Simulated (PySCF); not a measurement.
## Electron correlation in Mn²⁺ (manganese, charge +2)

[Ar] 3d4 4s1, high-spin 6D determinant (an excited configuration). Computed with PySCF 2.14 in def2-QZVPPD (11s6p5d4f2g, 100 functions), with no relativity, point nucleus. Frozen: [Ar]; 5 electrons correlated.

```json
{"level": "CCSD", "correlation energy (mhartree)": "-59.01"}
{"level": "(T)", "correlation energy (mhartree)": "-0.52"}
{"level": "CCSD(T)", "correlation energy (mhartree)": "-59.53"}
```

Diagnostics: T1 = 0.0046, D1 = 0.0112, largest double amplitude 0.013.

Cost of the coupled-cluster step: of the order of 23 core-seconds, for 5 correlated electrons.

Iterations:

```
CC2 = 0
CCSD nocc = (np.int64(5), np.int64(0)), nmo = (91, 91)
frozen orbitals [[0, 1, 2, 3, 4, 5, 6, 7, 8], [0, 1, 2, 3, 4, 5, 6, 7, 8]]
max_cycle = 100
direct = 0
conv_tol = 1e-08
conv_tol_normt = 1e-06
diis_space = 8
diis_start_cycle = 0
Init t2, MP2 energy = -0.0534676186500156
Init E_corr(UCCSD) = -0.0534676186520957
cycle = 1  E_corr(UCCSD) = -0.0581284798253854  dE = -0.00466086117  norm(t1,t2) = 0.0147931
cycle = 2  E_corr(UCCSD) = -0.0587786417837134  dE = -0.000650161958  norm(t1,t2) = 0.00493659
cycle = 3  E_corr(UCCSD) = -0.0590133430763619  dE = -0.000234701293  norm(t1,t2) = 0.00209154
cycle = 4  E_corr(UCCSD) = -0.0589943962642642  dE = 1.89468121e-05  norm(t1,t2) = 0.000599016
cycle = 5  E_corr(UCCSD) = -0.0590064640010789  dE = -1.20677368e-05  norm(t1,t2) = 0.000174626
cycle = 6  E_corr(UCCSD) = -0.0590050089926503  dE = 1.45500843e-06  norm(t1,t2) = 4.37189e-05
cycle = 7  E_corr(UCCSD) = -0.0590050866666759  dE = -7.76740256e-08  norm(t1,t2) = 9.41536e-06
cycle = 8  E_corr(UCCSD) = -0.0590051007312472  dE = -1.40645713e-08  norm(t1,t2) = 1.5378e-06
cycle = 9  E_corr(UCCSD) = -0.0590050961552062  dE = 4.57604096e-09  norm(t1,t2) = 5.95104e-07
UCCSD converged
E(UCCSD) = -1148.886094579519  E_corr = -0.05900509615520621
UCCSD(T) correction = -0.000517208906600196
```
